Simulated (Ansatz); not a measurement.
System: AuCl (charge 0, singlet). 
Geometry from a B3LYP-D3(BJ)/def2-TZVP (Ansatz, a first-principles code) optimisation:
```xyz
2

Au     0.0000     0.0000    -0.3991
Cl     0.0000     0.0000     1.8548
```
Charge 0, spin multiplicity 1.

Dipole moments at this geometry, in debye (magnitudes).

| level | program | dipole (D) |
|---|---|---|
| SVWN5/def2-TZVPD | Ansatz | 3.13 |
| BLYP/def2-TZVPD | Ansatz | 3.22 |
| revPBE/def2-TZVPD | Ansatz | 3.40 |
| r2SCAN/def2-TZVPD | Ansatz | 3.61 |
| B97M-V/def2-TZVPD | Ansatz | 3.87 |
| B3LYP/def2-TZVPD | Ansatz | 3.74 |
| PBE0/def2-TZVPD | Ansatz | 3.98 |
| BHLYP/def2-TZVPD | Ansatz | 4.48 |
| r2SCAN0/def2-TZVPD | Ansatz | 4.10 |
| HSE06/def2-TZVPD | Ansatz | 3.95 |
| CAM-B3LYP/def2-TZVPD | Ansatz | 4.18 |
| wB97M-V/def2-TZVPD | Ansatz | 4.44 |
| wB97X-V/def2-TZVPD | Ansatz | ___ |
| CCSD(T)/def2-SVPD | Ansatz | ___ |

Problem. Fill in the missing entries.

Solution. 
- wB97X-V/def2-TZVPD, dipole (D): 4.50
- CCSD(T)/def2-SVPD, dipole (D): 4.21
